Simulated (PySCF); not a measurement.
An unknown is described by computed data only.

Formula: SeF2.

| Item | Value |
| --- | --- |
| UV, first state | lowest singlet excitation: 2.86 eV (434 nm, f = 0.000) [TDDFT B3LYP/def2-SVPD] |
| UV, strongest line | among the 10 lowest singlet transitions: S3 at 6.44 eV (193 nm, f = 0.111) [TDDFT B3LYP/def2-SVPD] |
| Polarisability | 29.3 au [B3LYP/def2-SVPD] |
| NMR, other nuclei | isotropic shieldings of nuclei other than C and H, by class: 346 (2 F), -2005 (1 Se) ppm [GIAO KT2/pcSseg-1] |
| Rotational structure | rotational constants A, B, C: 14.863, 7.722, 5.082 GHz [PBE0-D3(BJ)/def2-SVP] |
| XPS | F1s 692.9 (×2) eV [ΔSCF SCAN, pcX-2 on the ionised atom, pcseg-1 elsewhere, spin-free X2C] |
| Dipole | 2.03 D [B3LYP/def2-SVPD] |

The electronic properties come from PySCF, for the isolated species, density fitting. Levels stand in brackets. Geometry: PBE0-D3(BJ)/def2-SVP; no solvent, vibrations or thermal averaging. Relativistic effects, spin–orbit coupling among them, are left out (core-ionisation runs apart) although an element past zinc is present. NMR classes are plain means over equivalent atoms (diastereotopic ones count apart unless rotation or inversion swaps them), as if these changed places fast.

Problem. What is the compound? Reason from the data.

Solution. The other shieldings belong to: 346 ppm, fluorine bonded to Se; -2005 ppm, selenium bonded to 2 F. The core levels belong to: F1s 692.9 eV, fluorine bonded to Se. No core level of Se was computed. The optimised geometry has point group C2v and is an asymmetric top. Structure: `F[Se]F`. The assignments are read from this structure; whether some other isomer fits the data as well wasn't checked.
